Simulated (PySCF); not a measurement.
# Excitation energy of Li by level of theory

Li [He] 2s1 (2S) → Li [He] 2p1 (2P), as a difference of total energies. Computed with PySCF 2.14 in x2c-QZVPPall with one added diffuse shell each of s, p type (7s5p2d1f, 39 functions), with scalar relativity by spin-free X2C-1e. Correlated levels: valence and next inner shell: nothing frozen. The calculations carry no spin-orbit coupling.

| method | excitation energy (cm⁻¹) |
| --- | --- |
| UHF | 14863 |
| LDA | 12914 |
| PBE | 12568 |
| PBE0 | 13242 |
| r2SCAN | 13030 |
| BHandHLYP | 13814 |
| BP86 | 12221 |
| PW91 | 12654 |
| r2SCANh | 13266 |
| MP2 (valence and next inner shell) | 14845 |
| SCS-MP2 (valence and next inner shell) | 14860 |

Errors of the correlated levels include the incompleteness of this basis.

For comparison: 14904 cm⁻¹ (measured; NIST levels, between the centres of gravity of the two terms).
